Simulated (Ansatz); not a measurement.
CHBFNO, SMILES `O=C=NBF`. The species carries charge 0 and has multiplicity 1.

```
atom    x (Å)    y (Å)    z (Å)
  O1  -1.6076   0.3980  -1.9982
  C2  -0.9982   0.0916  -1.0623
  N3  -0.4288  -0.2930  -0.0749
  B4   0.6931  -0.0872   0.7648
  F5   0.8398  -0.8758   1.8104
  H6   1.5016   0.7664   0.5603
```

Problem. List the harmonic frequencies (cm⁻¹, unscaled) at PBE0-D4/def2-TZVP in Ansatz. (An estimate is asked.)

Solution. Computed: 96, 103, 446, 640, 656, 897, 952, 1109, 1335, 1589, 2406, 2662.

Problem. Is this a minimum?

Solution. Yes, all 12 modes are real.

Problem. Give the ideal-gas thermochemistry at 298.15 K and 1 bar (rigid rotor, harmonic oscillator; point group Cs, symmetry number 1).

Solution. Zero-point energy 77.1 kJ/mol; H(298) − E = 92.7 kJ/mol; entropy 301.2 J/(mol·K), of which translation 162.3, rotation 101.9, vibration 37.0; G(298) − E = 2.9 kJ/mol. Modes under 100 cm⁻¹ are hindered rotations or soft bends, so the harmonic entropy is rough.

Problem. And at 400, 500, 600, 800 and 1000 K?

Solution. 
| T (K) | H − E (kJ/mol) | S (J/mol/K) | G − E (kJ/mol) |
| --- | --- | --- | --- |
| 400 | 100.2 | 323.0 | -28.9 |
| 500 | 108.6 | 341.7 | -62.2 |
| 600 | 117.8 | 358.3 | -97.2 |
| 800 | 137.9 | 387.2 | -171.8 |
| 1000 | 159.7 | 411.5 | -251.8 |
